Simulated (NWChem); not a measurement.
## Atomisation of disilazane (H7NSi2)

```xyz
10

Si    -0.1136    -0.0716    -1.5845
N      0.5288     0.3231     0.0000
Si    -0.1136    -0.0716     1.5845
H      1.0067    -0.4455    -2.5200
H     -1.0494    -1.2339    -1.4110
H     -0.8743     1.0594    -2.2347
H      1.3139     0.9837     0.0000
H     -0.8743     1.0594     2.2347
H      1.0067    -0.4455     2.5200
H     -1.0494    -1.2339     1.4110
```
Charge 0, spin multiplicity 1.

Everything below was run with NWChem. Structure: optimised with PBE/def2-SVP, a minimum by its harmonic frequencies.

Basis set: def2-TZVP. The atomisation energy is electronic alone: no zero-point, thermal, spin-orbit or counterpoise terms. No value is extrapolated to the basis-set limit. Free atoms are single determinants with multiplicities Si 3, N 4, H 2.

B3LYP has NWChem's definition, with VWN1-RPA local correlation. The stability of the SCF solutions was not checked. Open-shell Hartree-Fock references start from PBE0 orbitals.

Problem. One of these methods gave an atomisation energy of 548.7 kcal/mol. Which?
(A) PBE0
(B) HF
(C) PBE
(D) B3LYP

Solution. B, HF. The others give 722.9 (PBE0), 726.5 (PBE), 733.7 (B3LYP).
